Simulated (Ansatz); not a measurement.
aminoborane (H₄BN), singlet, at a GFN2-xTB geometry. Base run: Ansatz (a quantum-chemistry and plane-wave program) with CAM-B3LYP/3-21G.

Ansatz was given this input:
Ansatz 0.2 input:
```yaml
crystal:
  periodic: [false, false, false]
  atoms:
    - {symbol: B, position_ang: [-0.77307193, 0.03810398, -0.00610888]}
    - {symbol: N, position_ang: [0.60276472, -0.02970970, 0.00476310]}
    - {symbol: H, position_ang: [-1.38946287, -0.95786383, -0.02622734]}
    - {symbol: H, position_ang: [-1.28877919, 1.08987185, 0.00506365]}
    - {symbol: H, position_ang: [1.20319210, 0.77796860, 0.02194645]}
    - {symbol: H, position_ang: [1.12105659, -0.89252861, -0.00358004]}
basis:
  gaussian:
    orbitals: 3-21G.json
hamiltonian:
  xc: cam_b3lyp
```
The basis file holds 3-21G in the JSON format of the Basis Set Exchange.

Each row names what was changed in the base input (with any setting that the change needs).

| change | ΔE vs base (µEh) |
|---|---|
| base | 0.0 |
| nuclear_model = gaussian | 6.5 |
| final_grid = 4, 8, 17 | ___ |
| point_charge = charge:-1.0 position_ang:-3.8003, -1.9552, -1.9271 | 6638 |
| lower_state_search = off | 0.0 |
| final_grid = 14, 28, 59 | 0.3 |
| accuracy = high | 11.6 |
| forces = on | 0.0 |
| final_grid = 10, 20, 41 | 0.2 |
| lower_state_search = light | 0.0 |
| lower_state_search = full | 0.0 |

Q: Some entries are withheld; supply them.

A: 
- final_grid = 4, 8, 17, ΔE vs base (µEh): 127
